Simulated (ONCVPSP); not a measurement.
# Bi, ONCV: configuration errors across variants

```
Element                 : bismuth (Bi)
Generator               : ONCVPSP 4.0.1
Type                    : optimised norm-conserving Vanderbilt (ONCV)
Functional              : PBE
Relativity              : scalar-relativistic
Frozen core             : [Xe] 4f14 5d10
Valence charge          : 5
Reference configuration : 6s2 6p3
Partial waves           : 6s: rc 1.95 bohr, ncon 4, nbas 7, qcut 3.1 1/bohr, 2 projectors, debl 3.6 Ha; 6p: rc 2.70 bohr, ncon 5, nbas 9, qcut 3.5 1/bohr, 2 projectors, debl 2.3 Ha; d scattering state at 0.03 Ha: rc 2.25 bohr, ncon 3, nbas 7, qcut 4.1 1/bohr, 2 projectors, debl 2.3 Ha
Local potential         : polynomial inside 1.80 bohr (lpopt 5, dvloc0 1 Ha)
Core correction         : none
```

All-electron excitation energies from the reference (eV): (1) 6s2 6p2 7.913; (2) 6s2 6p1 23.161; (3) 6s2 6p0 46.504; (4) 6s0 6p5 20.502.

1 further variants failed, have other tests or too few solved ones, and are left out.

A true bound ghost makes a file unfit for plane-wave use even where its test errors are small: the radial tests pick states by their node count and pass the ghost by.

Errors AE − PS in meV (a dash: test not solved or not reliable):

| change | (1) | (2) | (3) | (4) | bound ghosts | GHOST(+) flags above zero |
| --- | --- | --- | --- | --- | --- | --- |
| base | -3.8 | -6.9 | +51 | +69 | d | s, p |
| p: qcut 4 | -3.5 | -4.2 | +61 | +66 | d | s, p |
| d: debl 4.7 | -3.8 | -6.9 | +51 | +69 | none | s, p |
| p: rc 3.46 | -6.3 | -27 | -35 | +108 | d | s, p |
| s: ncon 5, nbas 8 | -3.8 | -6.9 | +51 | +73 | d | s, p |

Give the same row for: local potential polynomial inside 1.80 bohr (lpopt 5, dvloc0 2.5 Ha).

-3.8, -7.0, +51, +69; bound ghosts: d; GHOST(+) flags above zero: s.
